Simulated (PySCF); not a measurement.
Electron correlation in Se²⁺ (selenium, charge +2)

[Ar] 3d10 4s1 4p3, high-spin 5S determinant (an excited configuration). Computed with PySCF 2.14 in aug-cc-pVQZ-PP with one added diffuse shell each of s, p, d, f, g type with ECP10MDF (8s7p6d4f3g, 114 functions), with a scalar-relativistic core potential. Frozen: 3s2 3p6 3d10; 4 electrons correlated.

MP2 pair energies summed by pair of shells (mhartree):

```tsv
pair	energy	share (%)
4p-4p	-17.68	83.8
4s-4p	-3.41	16.2
```

Total MP2 correlation energy: -21.09 mhartree.

Same-spin part -21.09 and opposite-spin part 0.00 mhartree; SCS-MP2 scales them by 1/3 and 6/5 to -7.03 mhartree.
